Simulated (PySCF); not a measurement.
CH2O, SMILES [H]/[O+]=[C-]/[H]. Atoms are numbered in the order given.

```xyz
4

C      0.2257     0.7051     0.0000
O     -0.1553    -0.5468     0.0000
H      0.6325    -1.1094     0.0000
H     -0.7443     1.2528     0.0000
```
Charge 0, spin multiplicity 1.

Coordinates come from a ωB97X-D3(BJ)/def2-TZVPD optimisation.

The numbers are results of B3LYP/def2-TZVPD run with PySCF, not measurements.

The molecule is in vacuum.

```yaml
total_energy: -114.47072 hartree
point_group: Cs
highest_occupied_level: -6.31 eV
lowest_empty_level: -1.87 eV
orbital_gap: 4.43 eV
dipole_moment: 1.64 D
quadrupole, principal values (traceless, Buckingham form, about the centre of nuclear charge): -6.23, 0.36, 5.87 D·Å
mean_static_polarisability: 20.6 bohr³ (3.05 Å³)
polarisability_principal_values: 17.1, 20.4, 24.4 bohr³
```
